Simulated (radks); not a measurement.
Results of a calculation; reference values are marked as such.
These are the eigenvalues of the occupied orbitals of an atom or ion with whole-number occupations (hartree). Code: a radial shooting solver on a logarithmic mesh with Libxc functionals. Model: Dirac Kohn-Sham, PBE, spin-unpolarised, spherical densities, point nucleus.

1s1/2: -2107.268
2s1/2: -354.8224
2p1/2: -337.9822
2p3/2: -304.2871
3s1/2: -80.46734
3p1/2: -73.08579
3p3/2: -66.00927
3d3/2: -53.39903
3d5/2: -51.85289
4s1/2: -16.85967
4p1/2: -13.90962
4p3/2: -12.31326
4d3/2: -7.45992
4d5/2: -7.16904
5s1/2: -3.00798
5p1/2: -2.18707
5p3/2: -1.97129
4f5/2: -1.32425
4f7/2: -1.28170

Which element is it, and in what charge state? The configuration may be excited. Open shells, if any, are shared by 2j + 1.

Answer. Z = 68, erbium, charge +3: Er3+ in [Xe] 4f11. The list shows which subshells hold electrons but not how many an open one holds; the 1s level, -2107.3 hartree, gives Z - s = 64.9 by -(Z - s)^2/2, which with screening and relativity narrows Z to a few neighbours, and the depths of the outer levels then fix element, charge and occupations together.
